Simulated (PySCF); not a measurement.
C2H10O2Si2. Atoms are numbered in the order given.

```xyz
16

C      2.2336    -0.4218     1.4912
O      0.9581    -0.0213     1.0437
Si     0.6333     0.6330    -0.4540
O      1.0760    -0.4066    -1.6805
C     -1.2069     0.9386    -0.4276
Si    -2.1953    -0.5454     0.1987
H      2.9340     0.4324     1.5502
H      2.6802    -1.1832     0.8262
H      2.1366    -0.8549     2.4989
H      1.4584     1.8448    -0.6909
H      0.5968    -1.2433    -1.7269
H     -1.4310     1.8086     0.2135
H     -1.5389     1.1935    -1.4487
H     -2.0997    -0.6805     1.6771
H     -3.6349    -0.4258    -0.1808
H     -1.6665    -1.7965    -0.4309
```
Charge 0, spin multiplicity 1.

Geometry: B3LYP-D3(BJ)/def2-SVP. The structure was generated by enumeration; whether it is a known compound was not checked. The values are those of a single conformer.

Method: TDA-LC-ωPBE/def2-SVPD (PySCF 2.14.0).

Vertical excitations. The molecule is in vacuum.

```json
[
 {"state": "S1", "energy (eV)": "8.34", "λ (nm)": "149", "f": "0.011", "main pairs": "HOMO→LUMO 46 %, HOMO→LUMO+6 8 %, HOMO→LUMO+2 7 %"},
 {"state": "S2", "energy (eV)": "8.46", "λ (nm)": "147", "f": "0.025", "main pairs": "HOMO−1→LUMO 30 %, HOMO−2→LUMO 16 %, HOMO→LUMO+3 9 %, HOMO→LUMO+1 9 %"},
 {"state": "S3", "energy (eV)": "8.70", "λ (nm)": "142", "f": "0.044", "main pairs": "HOMO−1→LUMO 33 %, HOMO−2→LUMO 18 %, HOMO−2→LUMO+2 6 %"},
 {"state": "S4", "energy (eV)": "8.81", "λ (nm)": "141", "f": "0.048", "main pairs": "HOMO−1→LUMO+1 22 %, HOMO→LUMO+3 18 %, HOMO−5→LUMO 9 %, HOMO→LUMO+1 7 %"},
 {"state": "S5", "energy (eV)": "8.92", "λ (nm)": "139", "f": "0.029", "main pairs": "HOMO→LUMO+3 21 %, HOMO−1→LUMO+3 10 %, HOMO−2→LUMO 7 %, HOMO→LUMO+7 6 %"},
 {"state": "S6", "energy (eV)": "9.09", "λ (nm)": "136", "f": "0.016", "main pairs": "HOMO−1→LUMO+3 37 %, HOMO→LUMO+3 7 %"},
 {"state": "T1", "energy (eV)": "7.95", "λ (nm)": "156", "f": "0", "main pairs": "HOMO→LUMO 33 %, HOMO−2→LUMO 16 %, HOMO→LUMO+6 6 %"},
 {"state": "T2", "energy (eV)": "8.02", "λ (nm)": "155", "f": "0", "main pairs": "HOMO→LUMO+1 16 %, HOMO−1→LUMO 13 %, HOMO→LUMO+6 12 %, HOMO→LUMO+3 10 %"}
]
```
Triplets are in the Tamm–Dancoff approximation.
